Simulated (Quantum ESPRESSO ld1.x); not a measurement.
The numbers below are computed, except where a source is named.
Task: The mean radii <r> (bohr) of the occupied orbitals of an atom or ion are listed with their occupations. Level of theory: scalar-relativistic Kohn-Sham, Engel-Vosko exchange with Perdew-Wang LDA correlation, spin-unpolarised, spherical densities, point nucleus (ld1.x of Quantum ESPRESSO 7.5).

orbital  occ.      <r>
1s          2  0.03038
2s          2   0.1316
2p          6   0.1149
3s          2   0.3578
3p          6   0.3567
3d         10   0.3344
4s          2   0.8806
4p          6   0.9611
4d         10    1.268
5s          1    2.752
5d          1    9.524

Name the element and its charge.

Result: Z = 48, cadmium, charge 0: Cd in [Kr] 4d10 5s1 5d1. The 1s radius gives Z: for a bare nucleus <r> = (2 gamma + 1)/(2Z) with gamma = sqrt(1 - (Z/c)^2), 0.02993 bohr for Z = 48, and screening makes it slightly larger (0.03038 here). The occupations add up to 48, and the charge is Z minus that.
